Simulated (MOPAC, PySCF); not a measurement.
CH$_{3}$BO$_{2}$, SMILES `OCB=O`, neutral singlet in the gas phase. 

Cartesian coordinates (Å):
```xyz
7

O      2.3598     0.2983     0.0016
B      1.1999    -0.0210    -0.0298
C     -0.3077    -0.3932    -0.0408
O     -1.1515     0.7199    -0.3425
H     -0.4868    -1.1334    -0.8231
H     -0.5837    -0.8718     0.9070
H     -1.0301     1.4012     0.3276
```
Charge 0, multiplicity 1.

All levels are single points at this geometry (B3LYP-D3(BJ)/def2-TZVP); Pople sets use spherical d functions. Orbital energies aren't observables, and empty levels follow the basis.

TPSSh-D3(BJ)/def2-TZVP in PySCF gives dipole (D) = 2.76.

Question: Estimate the dipole (D) from each of these levels: B3LYP/6-311+G** in PySCF; B3LYP/6-31G* in PySCF; HF/3-21G in PySCF; HF/STO-3G in PySCF; AM1 in MOPAC.

Answer: 
```
level                     dipole (D)
------------------------  ----------
B3LYP/6-311+G** in PySCF        2.78
B3LYP/6-31G* in PySCF           2.55
HF/3-21G in PySCF               2.83
HF/STO-3G in PySCF              1.63
AM1 in MOPAC                    2.43
```
